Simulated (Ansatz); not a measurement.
Calculated with Ansatz (gas phase, PBE0-D4/def2-TZVP geometries, no zero-point term in ΔE). CBS: MP2 limit from def2 TZ/QZ plus the TZ coupled-cluster correction, frozen cores. This one scheme is used for every species. DFT in def2-TZVPP. B3LYP here is the variant with VWN-RPA as its local correlation; programs differ in this. One conformer a species, not always the lowest.

Consider the cleavage of the Si–Si bond: `O[SiH2][SiH](S)Cl` + H₂S → `S[SiH](S)Cl` + silanol.

`O[SiH2][SiH](S)Cl`:

Z-matrix (Å, degrees):
```
Si
Si 1 2.342
O 1 1.653 2 106.8
H 1 1.482 2 112.0 3 -115.9
H 1 1.490 2 109.7 3 121.8
Cl 2 2.080 1 103.5 3 -55.8
S 2 2.127 1 111.1 3 64.4
H 2 1.482 1 118.4 3 -174.0
H 3 0.960 1 116.5 2 58.4
H 7 1.345 2 94.1 1 -37.5
```

H₂S:

Cartesian coordinates in Å:
```
S -0.078 -0.128 -0.601
H -0.820 -0.334 0.498
H 0.898 0.463 0.103
```

`S[SiH](S)Cl`:

Z-matrix (Å, degrees):
```
Si
S 1 2.119
Cl 1 2.055 2 109.9
S 1 2.118 2 103.9 3 -122.1
H 1 1.478 2 114.3 3 118.0
H 2 1.344 1 93.6 3 -36.1
H 4 1.345 1 93.3 2 -155.7
```

`O[SiH3]`:

```xyz
6

O    -0.428   -0.966   -0.725
Si    0.039    0.205    0.336
H    -0.125   -0.897   -1.630
H     1.521    0.265    0.471
H    -0.570   -0.158    1.636
H    -0.436    1.551   -0.087
```

```
             level  ΔE (kcal/mol)  difference from CCSD(T)/CBS
            PBE-D4          -11.4                          3.3
         r2SCAN-D4          -13.8                          0.9
          B3LYP-D4          -13.3                          1.4
           ωB97X-V          -13.9                          0.8
           ωB97M-V          -15.1                         -0.4
            B2PLYP          -15.1                         -0.4
               PBE          -12.0                          2.7
              PBE0          -13.2                          1.5
             B3LYP          -14.1                          0.6
     HF/def2-TZVPP          -16.6                         -1.9
    MP2/def2-TZVPP          -16.7                         -2.0
CCSD(T)/def2-TZVPP          -14.3                          0.4
    MP2/def2-QZVPP          -17.0                         -2.3
      HF/CBS(def2)          -16.7                         -2.0
     MP2/CBS(def2)          -17.1                         -2.4
    CCSD/CBS(def2)          -14.8                         -0.1
       CCSD(T)/CBS          -14.7                            0
```

Largest T1 diagnostic among the species: 0.012.

The D4 term adds +0.8 kcal/mol with B3LYP and +0.6 kcal/mol with PBE0; it sums over pairs of atoms, weighted by their polarisabilities, and B3LYP, whose exchange is more repulsive, gets the larger term. From PBE to PBE0 (25 % exact exchange), in def2-TZVPP and without D4, ΔE moves by −1.2 kcal/mol.
